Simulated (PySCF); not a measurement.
Which functional comes closest?

Molecule: `C[Si](C)(C)C(F)(F)Cl`, C₄H₉ClF₂Si.

Atoms are numbered as in `[CH3:1][Si:2]([CH3:3])([CH3:4])[C:5]([F:6])([F:7])[Cl:8]` (H(Xn): hydrogen on atom n).

Geometry PBE0-D3(BJ)/def2-SVP throughout; GIAO in PySCF 2.14.0 with density-fitted response routines, gas phase, one conformer, non-relativistic; equivalent atoms averaged; basis pcSseg-1.

Reference values (measured; G. Saielli, R. Bini, A. Bagno, Computational 19F NMR. 2. Organic compounds, RSC Adv. 2014, ESI (exp. from Berger-Braun-Kalinowski 1994 and Everett 1995)): δ(F6/F7) = -63.0 ppm vs CFCl3. Computed shifts are taken against CFCl3, calculated as an isolated molecule at each level.

**Question.** How do the functionals LDA, BLYP, KT2, KT3, B97-D, PBE0, CAM-B3LYP, wB97X-D perform against the reference? Times are CPU seconds on shared hosts with different chips, so compare them loosely; the GGAs took longer than the global hybrids here, which isn't the general rule, and the cause wasn't traced.

**Answer.** 
```
functional                    kind  F6/F7  abs. error F  core-s
       LDA                     LDA  -82.5          19.5      32
      BLYP                     GGA  -81.5          18.5      48
       KT2                     GGA  -84.6          21.6      46
       KT3                     GGA  -82.1          19.1      51
     B97-D                     GGA  -80.7          17.7      45
      PBE0           global hybrid  -74.0          11.0      29
 CAM-B3LYP  range-separated hybrid  -68.1           5.1      39
   wB97X-D  range-separated hybrid  -69.8           6.8      37
```

For ¹⁹F the closest is CAM-B3LYP (5.1 ppm) and the furthest KT2 (21.6 ppm). One molecule is a small sample, and vibrational and solvent effects are absent from the calculation.
